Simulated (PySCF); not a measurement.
I₃Si, SMILES I[Si](I)I (connectivity only; charge and spin as stated), charge +1, multiplicity 1.

Coordinates come from a B3LYP-D3(BJ)/def2-SVP optimisation. The spin state was assumed, not searched. The isomer is the one that the SMILES or the coordinates give; other isomers of the formula were not compared. The def2 effective core potentials stand for the cores of I; spin–orbit coupling is left out.

Two levels are set side by side: PBE/def2-TZVP (PySCF) and B3LYP/def2-TZVP (PySCF). Same geometry, gas phase. Differences are taken from unrounded values.

| quantity | B3LYP |
|---|---|
| orbital gap (eV) | 4.17 |
| highest occupied level (eV) | -12.24 |
| lowest empty level (eV) | -8.07 |
| mean polarisability (bohr³) | 119.7 |

Question: What does PBE give, and how far is it from B3LYP? (The exact figures need the calculation; the answer reports its results.)

Answer: 
| quantity | PBE | PBE minus B3LYP |
|---|---|---|
| orbital gap (eV) | 2.80 | -1.37 |
| highest occupied level (eV) | -11.37 | 0.86 |
| lowest empty level (eV) | -8.57 | -0.51 |
| mean polarisability (bohr³) | 122.8 | 3.0 |

PBE's occupied levels lie high since its potential decays too fast outside the molecule; exact exchange lowers them and widens the gap. Differences between two approximate levels are no errors against the true value.

Rough cost on one machine, each run with all the roots and properties that it gave: B3LYP against PBE within a factor of 2.
